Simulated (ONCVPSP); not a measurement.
chlorine: one change to an ONCV potential, before and after

Cl (Z = 17), optimised norm-conserving Vanderbilt (ONCV), made with ONCVPSP 4.0.1 (PBE, scalar-relativistic). Core [Ne], reference 3s2 3p5. Waves: 3s: rc 1.45 bohr, ncon 5, nbas 9, qcut 4.5 1/bohr, 2 projectors, debl 2.5 Ha; 3p: rc 1.10 bohr, ncon 4, nbas 8, qcut 8.9 1/bohr, 2 projectors, debl 2.6 Ha; d scattering state at 0.02 Ha: rc 1.55 bohr, ncon 4, nbas 8, qcut 6.8 1/bohr, 2 projectors, debl 2.9 Ha. Local part: polynomial inside 0.80 bohr (lpopt 5, dvloc0 1 Ha). Core correction: none.

All-electron outer shells of the reference configuration (PBE, scalar-relativistic, ld1.x):

```
shell  level (eV)  outermost node (bohr)  outermost maximum (bohr)
   2s     -252.70                   0.12                      0.36
   2p     -191.63                      –                      0.30
   3s      -20.69                   0.55                      1.29
   3p       -8.59                   0.53                      1.43
```

Change: all radii scaled by about 1.03 (s 1.50, p 1.14, d 1.60 bohr); local potential polynomial inside 0.82 bohr (lpopt 5, dvloc0 1 Ha).

Cutoffs: the cutoffs (Ha) at which the residual kinetic energy of the hardest occupied pseudo-wave falls to 1 and 0.1 mHa per electron; they do not see the model core or the augmentation charge, which bear on the density cutoff. Errors are all-electron minus pseudo energies relative to the spin-unpolarised reference configuration.

Predict the effect on cutoff, ghosts and configuration errors.

The potential gets neither clearly harder nor softer (54 Ha and 100 Ha → 50 Ha and 93 Ha); the bound ghost in p disappears; of the 4 tests that both files solve, the error grows in 3 and shrinks in 0 by more than 15 % and 0.3 meV (median size 16.8 → 25.9 meV). More of the atom is replaced by a form fitted at one configuration, so other configurations suffer.

```tsv
quantity	base	changed
cutoff, loose	54 Ha	50 Ha
cutoff, tight	100 Ha	93 Ha
loose cutoff by channel	s 54 Ha, p 30 Ha	s 50 Ha, p 15 Ha
bound ghosts	p	none
GHOST(+) flags under 300 eV	s at 174.0 eV	s at 161.7 eV
error for 3s2 3p4, meV [ΔE 13.88 eV]	-0.5	+0.2
error for 3s2 3p3, meV [ΔE 39.32 eV]	+3.9	+8.5
error for 3s2 3p2, meV [ΔE 77.63 eV]	+30	+43
error for 3s2 3p1, meV [ΔE 129.87 eV]	+112	+139
```

 A true bound ghost makes a file unfit for plane-wave use even where its test errors are small: the radial tests pick states by their node count and pass the ghost by.
